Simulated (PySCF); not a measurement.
Species: C7H6N2.
SMILES with atom numbers: `[CH:1]#[C:2]/[C:3]([C:4]#[N:5])=[N:6]\[CH:7]1[CH2:8][CH2:9]1`

Cartesian coordinates in Å at the GFN2-xTB level; atoms count from 1:
```
atom  x, y, z in Å
C1     2.6402    1.6143   -0.4904
C2     2.0693    0.5870   -0.2407
C3     1.3865   -0.6311    0.0550
C4     2.2577   -1.7538    0.1682
N5     2.9932   -2.6281    0.2475
N6     0.1335   -0.8057    0.2170
C7    -0.7825    0.2282    0.1165
C8    -2.1376   -0.1537   -0.4440
C9    -2.0010    0.1144    1.0095
H10    3.1490    2.5067   -0.7078
H11   -0.4065    1.2291   -0.1040
H12   -2.6293    0.5733   -1.0714
H13   -2.2537   -1.1780   -0.7606
H14   -2.3964    1.0327    1.4151
H15   -2.0269   -0.7271    1.6836
```

NICS is the negative of the GIAO shielding at a point without a nucleus: at the ring centre (0) and 1 Å above and below it (1); zz is the component along the ring normal. Level: GIAO PBE0/pcSseg-1 (PySCF, non-relativistic, gas phase) on the GFN2-xTB geometry, one conformer.

Ring bond lengths (Å), with Mayer bond orders in brackets: C7–C8 1.515 (0.90), C8–C9 1.484 (0.99), C9–C7 1.515 (0.90).

Q: Give the NICS values of each ring in ppm.

A: 
| ring | type | NICS(0) | NICS(1), two faces | NICS(1)zz, two faces | rms pucker (Å) | centre to ring atoms, mean (Å) |
| --- | --- | --- | --- | --- | --- | --- |
| C7–C8–C9 | 3-membered carbocycle; formal bonds all single | -41.1 | -8.0 / -5.9 | -21.7 / -20.7 | 0.00 | 0.87 |

Q: What can be read from them?

A: 
- C7–C8–C9: mean NICS(1)zz -21.2 ppm, shielded. C7, C8, C9 have four or more neighbours, and the NICS criterion for π rings isn't applied. NICS(0) lies 34 ppm below the mean NICS(1).

Q: What is the mean of the two in-plane components of NICS at the second NICS(1) probe listed for ring C7–C8–C9, 1 Å off the ring?

A: The isotropic value is a third of the trace: (3 × -5.9 − (-20.7))/2 = 1.5 ppm.

Q: What are the shieldings of the ring atoms and their hydrogens in the same run (means over atoms taken as equivalent)?

A: 
```tsv
atoms	environment	σ isotropic (ppm)
C7	sp3 carbon bound to nitrogen	142.0
C8 (×2)	three-membered-ring carbon	166.8
H11	methine hydrogen	27.96
H12 (×2)	methylene hydrogen	30.18
H13 (×2)	methylene hydrogen	30.23
```
